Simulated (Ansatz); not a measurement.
C2H6F2Si2 can be A, `F[Si@H]1C[Si@H](F)C1`, or B, `C=C[Si](F)(F)[SiH3]`.

Gas-phase electronic energies from Ansatz, PBE0-D4/def2-TZVP geometries. CCSD(T)/CBS is the MP2 limit (def2-TZVPP, def2-QZVPP) plus CCSD(T) − MP2 in def2-TZVPP, frozen cores. DFT in def2-TZVPP. B3LYP here is the variant with VWN-RPA as its local correlation; programs differ in this. One conformer a species, not always the lowest.

A:

Z-matrix (Å, degrees):
```
Si
C 1 1.878
Si 1 2.579 2 46.7
C 1 1.878 2 91.7 3 13.4
F 1 1.601 2 114.3 3 131.2
H 1 1.483 2 114.3 3 -104.3
H 2 1.096 1 111.0 3 -110.6
H 2 1.089 1 119.3 3 122.0
F 3 1.602 1 111.6 2 -99.3
H 3 1.483 1 141.2 2 80.7
H 4 1.096 1 111.0 2 97.1
H 4 1.089 1 119.3 2 -135.4
```

B:

Z-matrix (Å, degrees):
```
Si
C 1 1.843
F 1 1.596 2 109.2
F 1 1.597 2 107.7 3 -115.7
Si 1 2.343 2 115.5 3 122.3
C 2 1.331 1 122.3 3 125.7
H 2 1.089 1 119.0 3 -56.1
H 5 1.488 1 109.2 2 -56.4
H 5 1.486 1 110.6 2 -176.7
H 5 1.487 1 109.4 2 62.6
H 6 1.086 2 122.1 1 178.8
H 6 1.086 2 121.6 1 -1.6
```

Question: Which isomer does CCSD(T)/CBS put lower? Give the gap. (An estimate is asked.)

Answer: Computed: A, by 109.3 kJ/mol.

Question: Give E(B) − E(A) in kJ/mol with HF/def2-TZVPP, B3LYP-D4, CCSD/def2-TZVPP, B3LYP, PBE0-D4, PBE-D4, B2PLYP. (Estimate.)

Answer: The calculation gave: HF/def2-TZVPP 81.1, B3LYP-D4 92.5, CCSD/def2-TZVPP 103.8, B3LYP 89.7, PBE0-D4 119.1, PBE-D4 107.1, B2PLYP 101.1. None reverses the order clearly.

Largest T1 diagnostic: 0.013.

From PBE to PBE0 (25 % exact exchange), in def2-TZVPP and without D4, E(B) − E(A) moves by +12.5 kJ/mol. In def2-TZVPP, CCSD(T) changes the Hartree–Fock value by +22.8 kJ/mol (the triples alone add +0.1 kJ/mol) and MP2 by +44.3 kJ/mol.
